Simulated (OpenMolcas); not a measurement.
W4+ among 6 point charges of -0.8 e arranged as an octahedron (Oh), 2.09 Å from the ion.
```
   2.0900    0.0000    0.0000  -0.80
   0.0000    2.0900    0.0000  -0.80
  -2.0900    0.0000    0.0000  -0.80
   0.0000   -2.0900    0.0000  -0.80
   0.0000    0.0000    2.0900  -0.80
   0.0000    0.0000   -2.0900  -0.80
```

- Program: OpenMolcas 26.06
- Method: CASSCF
- Basis: ANO-RCC-VTZP [8s7p5d3f2g1h]
- Scalar Hamiltonian: DKH2, point nucleus
- Active space: 2 electrons in 5 orbitals (5d)
- State averaging: 2S+1 = 3 even, 10 roots; 2S+1 = 1 even, 15 roots
- Spin-orbit coupling: state interaction with AMFI integrals over the reference wave functions

(1) What is the spin-free ground state (labels of O, the rotations of Oh)?

(2) Where is the first state of the same spin?

(3) What are the lowest two levels with spin-orbit coupling?

(4) What is χT at 300 K, and how does it compare with the textbook value?

(5) Which ligand-field parameters describe the states?

Answers

(1) 3T1, 3-fold in its orbital part, 98 % from free-ion F terms; it has the highest spin that d2 allows.

(2) 3T2 at 4230 cm-1 above the ground state.

(3) A 2-fold level E, then a 3-fold level T2 948.0 cm-1 above it. Their leading multiplicities are 3 (95 %) and 3 (93 %).

(4) The lowest level has 2S+1 = 3, for which the spin-only value is χT = S(S+1) / 2 = 1.000 cm3 K/mol (g = 2). The computed 0.099 at 300 K differs by -0.901, through orbital momentum, spin-orbit coupling and any other state in reach. With a threefold ground state the orbital momentum is unquenched, so the spin-only value is not expected to hold.

(5) A least-squares ligand-field fit to the states below 45000 cm-1, each weighted by its degeneracy and with a free common offset, gives 10Dq = 5034 cm-1, B = 802 cm-1 and C = 3279 cm-1 (C/B = 4.09), with an rms deviation of 57 cm-1. 

An orbital triplet at a regular site is open to Jahn-Teller coupling, which can distort the site and quench the lowest spin-orbit gaps and is left out. Without dynamic correlation the repulsion within the d shell is too large (B by tens of per cent), so at a given field states of lower spin stand too high. This field is weak: 10Dq is about 5034 cm-1, while octahedral complexes of 5d ions of charge 3 and more, computed by the same method with explicit ligands, had a median near 35000 cm-1. Ground spin and moment need not be those of a real site. Point charges carry no covalency, so the field is a model and not that of real ligands. No measured value stands beside these numbers.
